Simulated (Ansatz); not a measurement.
Geometry optimisation, RKS B3LYP/cc-pVDZ (Ansatz).

The input (input.yaml):

```yaml
crystal:
  periodic: [false, false, false]
  atoms:
    - { symbol: C, position_ang: [-0.445, -1.1277, -1.2587] }
    - { symbol: B, position_ang: [-0.4701, -0.4618, 0.1915] }
    - { symbol: C, position_ang: [0.6693, -0.8311, 1.2095] }
    - { symbol: "N", position_ang: [2.0755, -0.3195, 0.7773] }
    - { symbol: S, position_ang: [-1.864, 0.6721, 0.7196] }
    - { symbol: P, position_ang: [-0.8108, 2.4596, 0.0796] }
    - { symbol: H, position_ang: [-1.4102, -1.6469, -1.4068] }
    - { symbol: H, position_ang: [-0.4015, -0.2502, -2.0273] }
    - { symbol: H, position_ang: [0.3694, -1.7527, -1.3736] }
    - { symbol: H, position_ang: [0.7514, -1.9352, 1.358] }
    - { symbol: H, position_ang: [0.4553, -0.3964, 2.2379] }
    - { symbol: H, position_ang: [2.41425, 0.24958, 1.58686] }
    - { symbol: H, position_ang: [2.6329, -1.18371, 0.73439] }
    - { symbol: H, position_ang: [-1.9693, 3.3346, 0.3293] }
    - { symbol: H, position_ang: [-1.1285, 2.2203, -1.3177] }
basis:
  gaussian: { orbitals: cc-pVDZ }
hamiltonian:
  xc: b3lyp
relax:
  f_tol: 0.015
  max_steps: 40
```

Launched with:

```bash
$ ansatz run input.yaml --threads 2 --pin off --max-ram 3072MiB --backend cpu --events-out ev --progress --plain --runs-dir out
```

Problem. Where does it end, and by what steps?

Solution. The run converged. After 33 steps the energy has fallen by 1.231 eV; H12 moved furthest, 2.14 Å.

```csv
step,energy less start (eV),largest force component (eV/Å),accepted
0,0.0000,3.415,yes
2,-0.4289,0.413,yes
4,-0.4564,0.085,yes
6,-0.4951,0.238,yes
8,-0.6068,0.912,yes
10,-0.8338,0.754,yes
12,-1.0119,0.320,yes
14,-1.1057,0.336,yes
16,-1.1469,0.236,yes
18,-1.1698,0.512,yes
20,-1.1984,0.274,yes
22,-1.2099,0.094,yes
24,-1.2157,0.186,yes
26,-1.2210,0.401,yes
28,-1.2269,0.111,yes
30,-1.2301,0.060,yes
32,-1.2310,0.044,yes
33,-1.2312,0.010,yes
```

```xyz
15
Properties=species:S:1:pos:R:3
C -0.200 -1.439 -1.362
B -0.233 -0.265 -0.315
C 0.741 -0.241 0.933
N 1.649 -1.398 0.985
S -1.466 1.035 -0.653
P -1.235 2.492 0.963
H -0.153 -2.404 -0.829
H -1.030 -1.451 -2.085
H 0.743 -1.378 -1.941
H 0.098 -0.271 1.836
H 1.246 0.750 0.999
H 2.292 -1.363 0.190
H 2.249 -1.328 1.809
H -2.642 2.647 1.200
H -1.188 3.645 0.109
```

Time of the run: 2.7 min on 2 threads of Intel(R) Xeon(R) Platinum 8488C (Sapphire Rapids), on a shared host, peak memory 0.42 GiB.
